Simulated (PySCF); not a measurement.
Vertical excitations of a molecule FH6NOSi2 from PySCF with TDA-PBE/def2-SVPD, as energy in eV (oscillator strength): 5.10 (0.024), 5.63 (0.004), 5.73 (0.041), 6.09 (0.006), 6.36 (0.014), 6.58 (0.051), 6.80 (0.002), 6.90 (0.049), 6.92 (0.031), 7.07 (0.017). Lowest triplet (TDA): 4.64 eV. Coordinates come from a r2SCAN-D4/def2-SVP optimisation. Other conformers were not sampled.

Identify the compound among the candidates.
A. N[Si@@H](O)[SiH2]F
B. N[SiH2]O[SiH2]F
C. O[Si@H](F)N[SiH3]
D. N[Si@@H](F)O[SiH3]

A, N[Si@@H](O)[SiH2]F
